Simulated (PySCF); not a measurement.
## Unknown compound

Molecular formula: C5H13NOSi2. Simulated spectra:

1H NMR (500 MHz, computed): δ 5.00 (m, 1H), 4.93 (m, 1H), 4.92 (m, 1H), 4.79 (m, 1H), 3.95 (br s, 1H), 3.47 (m, 1H), 2.64 (m, 1H), 2.28 (m, 1H), 1.55 (m, 1H), 1.49 (m, 1H), 0.04 (m, 3H).

13C{1H} NMR (computed): δ 183.7 (C), 33.7 (CH), 23.0 (CH2), 6.9 (CH2), -6.1 (CH3).

Theory: geometry: GFN2-xTB, NMR shieldings at PBE0/pcSseg-1/GIAO, in PySCF 2.14 (equivalent nuclei averaged, gas phase, no relativistic terms, one computed conformer).

δ = σ(ref) − σ, references computed at the same level: 1H (σ = 31.72 ppm) and 13C (σ = 186.93 ppm) vs TMS.

Task: Which candidate is it?
A. C#CC[Si](C)(C)O[SiH2]N
B. C=C/C(C)=N/[C@H]([SiH3])O[SiH3]
C. C[SiH2]NC(=O)[C@@H]1CC[SiH2]1

Result: C. 

1. The formula gives 2 degrees of unsaturation (1 ring in the answer).
2. 5 carbon signals for 5 carbons: no two carbons are equivalent.
3. Carbon types of the structure: 1 × C, 1 × CH, 2 × CH2, 1 × CH3, leaving 5 H on heteroatoms.
4. δC 183.7: amide carbonyl carbon; lone-pair donation from the attached heteroatom keeps it upfield of a ketone carbonyl.
5. δC 6.9: sp3 CH2 bonded to Si; an electropositive neighbour leaves it electron-rich and shielded.
6. δC -6.1: methyl carbon bonded to Si; an electropositive neighbour leaves it electron-rich and shielded.
7. δH 3.95: hydrogen on an amide-type nitrogen; exchangeable; this is the value without hydrogen bonding to other molecules.
8. δH 2.64: hydrogen on an sp3 CH bonded to Si, α to a carbonyl; α to C=O.

The others: C#CC[Si](C)(C)O[SiH2]N would give 4 carbon signals, not 5; C=C/C(C)=N/[C@H]([SiH3])O[SiH3] would give 7 signals for carbon-bound and other non-exchanging H, not 10.

OH and NH positions are those of a molecule without intermolecular hydrogen bonds; in solution they move with solvent, concentration and temperature, and exchange usually removes their couplings. Shifts are as computed. Against solution values, carbons near 30 ppm lie about +3 ppm off and those near 130 ppm about +5 ppm. Of 1211 compounds with measured shifts, 218 miss one by over three times the rms of a fit or turn the order of signals round; such compounds aren't used in these exercises. The C=O carbon of an acid or of an amide with N–H lies up to 10 ppm further downfield in solution, through hydrogen bonding that the calculation lacks. No couplings were computed; multiplicities are counted from neighbouring protons, with m where these are inequivalent, close in shift, in a saturated or five-membered ring or joined by F or P, and br s for small geminal =CH2 splittings.
